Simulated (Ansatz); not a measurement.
`ClC(Cl)=[Se]` and `ClC=[Se]` differ in one atom or group.

Ansatz, PBE0-D4/def2-TZVP geometries, multiplicity 1. 

Scalar relativity is left out up to krypton.

```json
{"property": "HOMO–LUMO gap (PBE0/def2-TZVPP) / eV", "`ClC(Cl)=[Se]`": "3.90"}
{"property": "zero-point energy (PBE0-D4/def2-TZVP) / kJ/mol", "`ClC(Cl)=[Se]`": "19.7"}
{"property": "HOMO energy (PBE0/def2-TZVPP) / eV", "`ClC(Cl)=[Se]`": "-6.98"}
{"property": "HOMO energy (ωB97M-V/def2-TZVPP) / eV", "`ClC(Cl)=[Se]`": "-9.11"}
{"property": "LUMO energy (ωB97M-V/def2-TZVPP) / eV", "`ClC(Cl)=[Se]`": "-1.03"}
{"property": "size of the dipole moment (PBE/def2-TZVPP) / D", "`ClC(Cl)=[Se]`": "0.71"}
```

Problem. What does the change do to each property? (An estimate is asked.)

Solution. Computed: 
| property | `ClC=[Se]` | shift |
| --- | --- | --- |
| HOMO–LUMO gap (PBE0/def2-TZVPP) / eV | 3.92 | 0.02 |
| zero-point energy (PBE0-D4/def2-TZVP) / kJ/mol | 43.0 | 23.3 |
| HOMO energy (PBE0/def2-TZVPP) / eV | -6.85 | 0.13 |
| HOMO energy (ωB97M-V/def2-TZVPP) / eV | -8.99 | 0.12 |
| LUMO energy (ωB97M-V/def2-TZVPP) / eV | -0.83 | 0.20 |
| size of the dipole moment (PBE/def2-TZVPP) / D | 1.08 | 0.37 |

Dipoles are sizes alone; their direction can turn.

Spin–orbit coupling is left out; it splits and shifts lone-pair levels of the heavy atoms by tenths of an eV.
